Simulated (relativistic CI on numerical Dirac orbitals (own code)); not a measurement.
## One change at a time: O

Base calculation: Dirac-Coulomb-Breit CI, separate exchange-only KLI orbitals for each configuration, QED by a radiative potential, valence Slater integrals scaled by 0.85, P86 correlation energy added to each configuration.

Configuration list (outside the closed core 1s2): 2s²2p⁴, 2s²2p³3s, 2s²2p³3p, 2s²2p³4s, 2s²2p³3d, 2s2p⁵, 2p⁶, 2s²2p³4p, 2s²2p³5s, 2s²2p³4d, 2s²2p³4f, 2s²2p³5p, 2s²2p³5d, 2s²2p³5f, 2s²2p³5g, 2s²2p²3s². Levels of other configurations are missing.

The lowest level and the first level of each name with at least 55 % of one term (blank where a level has no safe partner in the second run):

| Level | Base (cm⁻¹) | Shift (cm⁻¹) |
| --- | --- | --- |
| 2s²2p⁴ ³P2 | 0.0 | 0.0 |
| 2s²2p⁴ ³P1 | 154.2 | +0.3 |
| 2s²2p⁴ ³P0 | 221.3 | +0.8 |
| 2s²2p⁴ ¹D2 | 15160.4 | -57.4 |
| 2s²2p⁴ ¹S0 | 28981.9 | +8308.6 |
| 2s²2p³3s ⁵S°2 | 70860.1 | -53.2 |
| 2s²2p³3s ³S°1 | 73682.9 | -10.1 |
| 2s²2p³3p ⁵P1 | 83315.4 | -53.0 |
| 2s²2p³3p ⁵P2 | 83317.2 | -53.0 |
| 2s²2p³3p ⁵P3 | 83320.5 | -52.9 |
| 2s²2p³3p ³P1 | 85061.2 | +28.8 |
| 2s²2p³3p ³P0 | 85061.4 | +28.6 |
| 2s²2p³3p ³P2 | 85062.7 | +29.4 |
| 2s²2p³4s ⁵S°2 | 92718.9 |  |

Correlation outside the listed configurations is missing or only estimated: errors of thousands of cm⁻¹ between configurations and terms are usual at this charge. Rates and lifetimes follow the computed energies and can be off by large factors. The fine structure of a lone outer electron comes out too small, for d and f at times inverted, and misplaced configurations move strength between like terms. 22 of the 22 excited levels that our extract of the measured tables holds in this range could be paired (the sources list more); they are missed by 3016 cm⁻¹ on average and 4811 at most, and levels without a partner can miss by more.

Problem. One thing was changed in a second run, which moved the levels as shown. Which?
A. Breit term removed
B. Slater integrals left unscaled
C. only the first 3 configurations
D. self-excluded LDA correlation estimate
E. QED terms removed

Solution. C. Only the first 3 configurations. With fewer configurations the levels that remain lose their mixing partners.
